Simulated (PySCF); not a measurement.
**Bond length, frequency and bond energy of BeN⁺ by level of theory**

State: ³Σ⁻ (triplet), unpaired electrons π ↑↑. Set-up: Be x2c-SVPall, N x2c-SVPall; spin-free X2C with a Gaussian nucleus (PySCF 2.14). De refers to Be⁺ + N in their high-spin ground configurations, without counterpoise correction. The functionals are run spin-unrestricted. A positive dipole points towards N; it is taken about the centre of mass and depends on that origin. Levels whose curve was spin-contaminated or gave no clean fit are not listed.

```tsv
Level	Re (Å)	ωe (cm⁻¹)	De (eV)	μ (D)
UHF-CCSD	1.664	708	1.22	n/a
PBE	1.632	861	2.29	-6.86
revPBE	1.641	841	2.15	-6.87
BLYP	1.630	863	2.37	-6.74
r²SCAN	1.626	800	1.80	-7.35
TPSSh	1.617	904	2.10	-7.29
PBE0	1.611	895	1.90	-7.39
```

(1) What does a quarter of exact exchange do here, going from PBE to PBE0?

Correlated steps freeze 1 core orbital. Correlated levels converge slowly with the basis: in double zeta they bind strong bonds too weakly, by up to about 1 eV, and carry superposition errors of some tenths. For an ion De counts to the pair picked by the measured ionisation energies or electron affinities, which need not be the lowest pair at this level. The CCSD T1 diagnostic is raised, a sign that a single reference may not be enough here. The state was picked by a PBE0 search and need not be the measured ground state.

The whole job (state search and all levels along the bond) took about 0.56 min on 1 thread of Oxide Virtual Turin-like (shared host), peak memory 0.33 GiB.

Answers

(1) PBE0 less PBE: -2.1 pm in Re, +3.9 % in ωe, -0.39 eV in De. Exact exchange removes part of the self-interaction that spreads semilocal densities, and in most molecules shortens and stiffens the bond and lowers De; so it does here.
